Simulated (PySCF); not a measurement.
Input file for PySCF: R-HF/3-21G on MgCl+, 2S+1 = 1, a spin state set in the input, which need not be the lowest, a point of a bond scan (R = 2.309 Å). Charge +1.

```python
from pyscf import gto, scf, dft, mp
from pyscf.data.elements import chemcore

mol = gto.M(
    atom='''
    Mg    0.00000000    0.00000000    0.00000000
    Cl    0.00000000    0.00000000    2.30870500
    ''',
    basis='3-21g',
    charge=1, spin=0, verbose=3, max_memory=1800)
mf = scf.RHF(mol)
mf.conv_tol = 1e-8
mf.max_cycle = 100
mf.kernel()
if not mf.converged:
    mf = mf.newton().run(mf.mo_coeff, mf.mo_occ)
```

Output:

```
converged SCF energy = -655.550580485473
```

Self-consistency was reached.

Cost: very roughly 0.12 core-seconds.
